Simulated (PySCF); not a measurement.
C8H11N3.
Structure used (GFN2-xTB), in Å, numbered top down from 1:
```xyz
22
C8H11N3 angstrom
C      3.4184   -0.3342    0.3570
N      3.6823    0.7336   -0.3769
C      2.6125    1.3159   -0.8951
N      1.3688    0.9182   -0.7284
C      1.2073   -0.1627    0.0333
C     -0.1770   -0.6425    0.2989
C     -0.9473    0.3710    1.1637
C     -2.4038    0.0760    0.8303
C     -2.3760   -0.1069   -0.6854
C     -1.0284   -0.7848   -0.9817
N      2.2168   -0.8230    0.5950
H      4.2609   -0.8499    0.8020
H      2.7738    2.1960   -1.5065
H     -0.1040   -1.5958    0.8268
H     -0.6899    1.3820    0.8444
H     -0.7160    0.2641    2.2223
H     -2.7169   -0.8477    1.3193
H     -3.0716    0.8772    1.1429
H     -3.2180   -0.6966   -1.0450
H     -2.4143    0.8688   -1.1695
H     -0.5300   -0.3012   -1.8207
H     -1.1581   -1.8383   -1.2272
```

Definitions: NICS(0) = −σiso at the ring centroid; NICS(1) = −σiso and NICS(1)zz = −σzz at ±1 Å along the ring normal z. Level: GIAO PBE0/pcSseg-1 (PySCF, non-relativistic, gas phase) on the GFN2-xTB geometry, one conformer.

Ring bond lengths (Å), with Mayer bond orders in brackets: C1–N2 1.322 (1.47), N2–C3 1.324 (1.46), C3–N4 1.316 (1.49), N4–C5 1.332 (1.41), C5–N11 1.331 (1.47), N11–C1 1.319 (1.47); C6–C7 1.539 (0.99), C7–C8 1.523 (1.03), C8–C9 1.527 (1.04), C9–C10 1.537 (1.03), C10–C6 1.544 (1.00).

Task: What do the NICS probes read (ppm)?

Result: 
| ring | type | NICS(0) | NICS(1), two faces | NICS(1)zz, two faces | rms pucker (Å) | centre to ring atoms, mean (Å) |
| --- | --- | --- | --- | --- | --- | --- |
| C1–N2–C3–N4–C5–N11 | 6-membered ring with 3 N; formal bonds all aromatic | -4.3 | -10.1 / -10.1 | -24.1 / -24.2 | 0.00 | 1.32 |
| C6–C7–C8–C9–C10 | 5-membered carbocycle; formal bonds all single | -4.9 | -3.5 / -3.3 | -4.4 / -3.6 | 0.18 | 1.28 |

Task: What can be read from them?

Result: 
- C1–N2–C3–N4–C5–N11: mean NICS(1)zz -24.1 ppm, shielded. The ring is flat and has no four-coordinate atom; by the NICS criterion it is aromatic. NICS(0) lies 6 ppm above the mean NICS(1).
- C6–C7–C8–C9–C10: mean NICS(1)zz -4.0 ppm, shielded. C6, C7, C8, C9, C10 have four or more neighbours, so the value isn't read as a sign of a π ring current.

Task: How equal are the bonds by HOMA? HOMA = 1 − mean of α(R − Ropt)² over the ring bonds, with Krygowski's 1993 parameters (CN: Ropt 1.334 Å, α 93.52 Å⁻²).

Result: 
- C1–N2–C3–N4–C5–N11: HOMA 0.99; the largest term is that of C3–N4, α(R − Ropt)² = 0.03. The geometric and the magnetic index point the same way.

Task: Give the inner angles of the rings and the Hirshfeld charges of the ring atoms.

Result: 
- C1–N2–C3–N4–C5–N11: C1 125.5° (+0.096 e), N2 114.3° (-0.178 e), C3 125.5° (+0.097 e), N4 115.6° (-0.151 e), C5 123.5° (+0.149 e), N11 115.5° (-0.169 e); sum 720.0° against 720° for a flat convex ring.
- C6–C7–C8–C9–C10: C6 104.5° (-0.032 e), C7 103.2° (-0.069 e), C8 102.9° (-0.068 e), C9 105.1° (-0.067 e), C10 106.4° (-0.070 e); sum 522.1° against 540° for a flat convex ring.

Hardware: an Arm Neoverse V1 with one thread (shared host). Cost: 63 s wall. This is the whole shielding run at PBE0/pcSseg-1, SCF included.
